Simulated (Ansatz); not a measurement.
Species: AsH$_{2}$, charge 0, doublet. AsH2 (SMILES [AsH2], doublet).
B3LYP-D3(BJ)/def2-TZVP minimum from Ansatz (an electronic-structure program):
```
As
H 1 1.5300
H 1 1.5300 2 90.76
```
Charge 0, spin multiplicity 2.

Total energies in aug-cc-pVTZ, 7 correlated electrons, 14 frozen orbitals. Radicals and triplets start from unrestricted determinants; spin-orbit coupling is neglected. Cores are frozen in correlated methods (noble-gas shells, and filled d and f shells in the p block). No relativity.

| method | program | energy (Eh) | minus CCSDT(Q) (mEh) |
|---|---|---|---|
| HF | Ansatz | -2235.38518 | 158.85 |
| MP2 | Ansatz | -2235.51357 | 30.46 |
| CCSD | Ansatz | -2235.53796 | 6.06 |
| CCSD(T) | Ansatz | -2235.54304 | 0.99 |
| CCSDT(Q) | Ansatz | -2235.54403 | 0.00 |

Rough core times of Ansatz's runs on a shared machine: CCSD(T) under 20 s, CCSDT(Q) 3 min.
